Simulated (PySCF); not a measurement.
CH₆FNOSi₂, SMILES F[Si@H]1N[SiH2]CO1.

The structure is a stationary point at PBE-D3(BJ)/def2-SVP. The structure was generated by enumeration; whether it is a known compound was not checked. One conformer was computed; it need not be the lowest.

Two levels are set side by side: PBE/def2-TZVP (PySCF) and CAM-B3LYP/def2-TZVP (PySCF). Same geometry, gas phase. Differences are taken from unrounded values.

```
quantity                       PBE
---------------------------  -----
orbital gap (eV)              5.49
highest occupied level (eV)  -6.44
lowest empty level (eV)      -0.95
dipole moment (D)             2.12
mean polarisability (bohr³)   70.6
```

Problem. These are the PBE values. What does CAM-B3LYP give? (Estimate from the structure and the level; the computed values follow.)

Solution. 
```tsv
quantity	CAM-B3LYP	PBE minus CAM-B3LYP
orbital gap (eV)	10.08	-4.60
highest occupied level (eV)	-9.26	2.82
lowest empty level (eV)	0.82	-1.77
dipole moment (D)	2.44	-0.31
mean polarisability (bohr³)	66.4	4.2
```

Without exact exchange PBE keeps part of each electron's self-repulsion, which lifts occupied levels and narrows the gap. Loosely held outer electrons make PBE densities more polarisable. Differences between two approximate levels are no errors against the true value.

Rough cost on one machine, each run with all the roots and properties that it gave: CAM-B3LYP against PBE within a factor of 2.
